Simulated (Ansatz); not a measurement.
Consider the formal exchange of groups at the Al–C bond: `N#[C][AlH][OH]` + propane → `C[CH](C)[AlH][OH]` + `C#N`.

Program: Ansatz. Geometries: PBE0-D4/def2-TZVP. ΔE: electronic, gas phase. CBS: MP2 limit from def2 TZ/QZ plus the TZ coupled-cluster correction, frozen cores. This one scheme is used for every species. Functionals use def2-TZVPP. One conformer a species, not always the lowest.

`N#[C][AlH][OH]`:

```xyz
6

N     2.127    0.883    1.571
C     1.192    0.584    0.965
Al   -0.418    0.148   -0.004
O    -0.229   -1.096   -1.118
H    -1.754    0.923    0.268
H    -0.917   -1.442   -1.683
```

`CCC`:

Cartesian coordinates in Å:
```
C -0.468 1.020 0.626
C -0.512 -0.206 -0.271
C 0.847 -0.867 -0.425
H 0.214 1.775 0.226
H -0.118 0.761 1.629
H -1.453 1.482 0.726
H -1.226 -0.930 0.135
H -0.895 0.076 -1.257
H 0.797 -1.746 -1.073
H 1.240 -1.189 0.543
H 1.574 -0.175 -0.860
```

`C[CH](C)[AlH][OH]`:

```xyz
14

C     1.370    0.972    0.315
C     0.321   -0.138    0.408
C    -0.918    0.322    1.173
Al   -0.091   -0.916   -1.344
O    -1.675   -1.481   -1.598
H     0.982    1.846   -0.219
H     2.275    0.649   -0.208
H     1.673    1.318    1.310
H     0.774   -0.968    0.975
H    -1.406    1.164    0.673
H    -1.664   -0.470    1.265
H    -0.658    0.659    2.184
H     0.972   -1.065   -2.519
H    -1.955   -1.892   -2.414
```

`C#N`:

Z-matrix (Å, degrees):
```
C
N 1 1.146
H 1 1.069 2 180.0
```

| species | ωB97X-V energy (Eh) |
| --- | --- |
| `N#[C][AlH][OH]` | -411.74662 |
| `CCC` | -119.14877 |
| `C[CH](C)[AlH][OH]` | -437.42905 |
| `C#N` | -93.42987 |

Q: Work out ΔE.

A: ΔE = (-437.42905) + (-93.42987) − (-411.74662) − (-119.14877) = 0.03647 Eh = +0.99 eV. CCSD(T)/CBS gives +0.98 eV.

Largest T1 diagnostic among the species: 0.014.

From BLYP to BHLYP (50 % exact exchange), in def2-TZVPP and without D4, ΔE moves by +0.07 eV. In def2-TZVPP, CCSD(T) changes the Hartree–Fock value by −0.22 eV (the triples alone add −0.03 eV) and MP2 by −0.22 eV.
